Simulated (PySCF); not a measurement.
A structure optimised at PBE-D3(BJ)/def2-SVP, used in a PySCF frequency run:

```
O
C 1 1.3762
C 2 1.3230 1 122.46
C 3 1.3162 1 152.81 2 179.98
B 1 1.3823 2 122.19 3 -179.91
O 5 1.3754 1 117.58 2 -0.01
H 6 0.9714 5 112.11 1 180.00
H 2 1.1046 3 121.31 1 179.99
H 4 1.1057 3 121.75 8 90.18
H 4 1.1057 9 116.49 3 -179.63
C 5 1.5798 6 124.30 7 0.02
H 11 1.1065 5 111.76 6 -179.63
H 11 1.1113 12 107.95 5 -122.74
H 11 1.1113 12 107.93 13 -114.61
```

Task: Write its SMILES and formula.

Result: C=C=COB(C)O, C4H7BO2

Task: What are its rotational constants (standard atomic weights)?

Result: 7.7259, 1.1803, 1.0381 GHz
